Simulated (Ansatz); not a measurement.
**SnF2 (SMILES [F][Sn][F]): methods side by side**

SnF2: 3 atoms, total charge 0, spin state singlet. As SMILES, `[F][Sn][F]`. The shape comes from GFN2-xTB, which is rough for such elements, and wasn't checked as a minimum.

| atom | x (Å) | y (Å) | z (Å) |
| --- | --- | --- | --- |
| Sn | 0.0053 | -0.0076 | -0.8651 |
| F | 1.6183 | -0.0212 | 0.4431 |
| F | -1.6236 | 0.0288 | 0.4221 |

Each level gives the energy change with the Sn1–F3 bond stretched from 2.076 to 4.153 Å (eV). The values are calculated.

```tsv
level	kind	program	value (eV)	less FCI/STO-3G	CPU time (all runs)
SVWN5/STO-3G (restricted)	LDA	Ansatz	5.85	+2.70	7.5 s
B3LYP/STO-3G (restricted)	global hybrid	Ansatz	6.29	+3.14	9.3 s
PBE0/STO-3G (restricted)	global hybrid	Ansatz	6.43	+3.28	5.9 s
r2SCAN0/STO-3G (restricted)	hybrid meta-GGA	Ansatz	6.57	+3.42	15 s
CAM-B3LYP/STO-3G (restricted)	range-separated hybrid	Ansatz	7.03	+3.88	6.3 s
BCCD(T)/STO-3G (restricted)	coupled cluster or CI	Ansatz	3.03	-0.12	3.4 s
CCSD/STO-3G (restricted)	coupled cluster or CI	Ansatz	3.05	-0.10	2.2 s
CCSDT(Q)/STO-3G (restricted)	coupled cluster or CI	Ansatz	3.18	+0.03	6.1 s
FCI/STO-3G	exact in the basis	Ansatz	3.15	0.00	8.5 s
```

FCI/STO-3G is exact within its basis and frozen core, so for wave-function methods in that basis the difference is their error; functionals converge differently with the basis, so for them it is only a difference. All-electron rows without a relativistic Hamiltonian named are non-relativistic. The first shape isn't each level's own minimum. The values span 3.03 to 7.03 eV. All rows use very small basis sets, so none should be taken for the real molecule's value. In the correlated wave-function rows the outer d shell of Sn is correlated, in sets not made for it. In so small a basis fixed costs decide the times, and correlated methods can beat functionals. CPU times are rough (shared hosts, several kinds of processor and program).
